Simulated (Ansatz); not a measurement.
Program: Ansatz. Geometries: PBE0-D4/def2-TZVP. ΔE: electronic, gas phase. CCSD(T)/CBS is the MP2 limit (def2-TZVPP, def2-QZVPP) plus CCSD(T) − MP2 in def2-TZVPP, frozen cores. For Ge outer-core shells are correlated without core-valence functions, which leaves a few kJ/mol of doubt a bond. Scalar relativity is left out up to krypton. One conformer a species, not always the lowest.

`NC([SiH3])N[SiH3]` + `[OH][GeH]([F])[F]` → `[F][GeH]([F])[O][SiH3]` + `NCN[SiH3]`  (ligand exchange at the Si–C bond)

```csv
species,MP2/def2-QZVPP energy (Eh)
`NC([SiH3])N[SiH3]`,-731.47769
`[OH][GeH]([F])[F]`,-2351.89468
`[F][GeH]([F])[O][SiH3]`,-2642.18102
`NCN[SiH3]`,-441.24019
```

**Question.** Work out ΔE.

**Answer.** ΔE = (-2642.18102) + (-441.24019) − (-731.47769) − (-2351.89468) = -0.04884 Eh = -30.6 kcal/mol. CCSD(T)/CBS gives -30.1 kcal/mol.

Largest T1 diagnostic among the species: 0.012.

The D4 term adds +2.1 kcal/mol with B3LYP and +1.1 kcal/mol with PBE0; it sums over pairs of atoms, weighted by their polarisabilities, and B3LYP, whose exchange is more repulsive, gets the larger term. In def2-TZVPP, CCSD(T) changes the Hartree–Fock value by +8.8 kcal/mol (the triples alone add +1.4 kcal/mol) and MP2 by +8.5 kcal/mol. From PBE to PBE0 (25 % exact exchange), in def2-TZVPP and without D4, ΔE moves by −2.3 kcal/mol.

B3LYP here is the variant with VWN-RPA as its local correlation; programs differ in this.
